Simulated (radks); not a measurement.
Initial-state core-level shifts of neutral cobalt when its valence configuration changes from [Ar] 3d7 4s2. Calculated with a radial shooting solver on a logarithmic mesh with Libxc functionals: scalar-relativistic Kohn-Sham, r2SCAN, spin-polarised, spherical densities, finite nucleus; open shells are filled with parallel spins first; meta-GGA in the generalised Kohn-Sham scheme; Fermi nuclear charge, rms radius 3.7875 fm. Shifts are changes of the shell-averaged eigenvalues in eV (positive: less bound); the change of the density at the nucleus, which sets a Mossbauer isomer shift, is in e/bohr^3, on a base of 1.736e+04.

valence           1s       2p       3s       3p  density at nucleus
3d8 4s1       +4.854   +5.351   +4.930   +4.783              -8.265
3d5 4s2 4p2  -16.505  -18.065  -15.565  -15.098             +11.526
3d5 4s1 4p3  -17.153  -18.740  -16.213  -15.727              +3.136
3d7.5 4s1.5   +2.577   +2.851   +2.592   +2.511              -4.548
3d6 4s2 4p1   -7.822   -8.481   -7.584   -7.374              +5.206
3d7 4s1 4p1   -1.335   -1.277   -1.336   -1.337              -5.678
3d5 4p4      -19.630  -21.090  -18.589  -18.107              -7.546
3d6 4p3      -10.294  -10.860  -10.029   -9.807             -10.743
3d7 4p2       -3.028   -2.860   -3.019   -3.027             -12.924
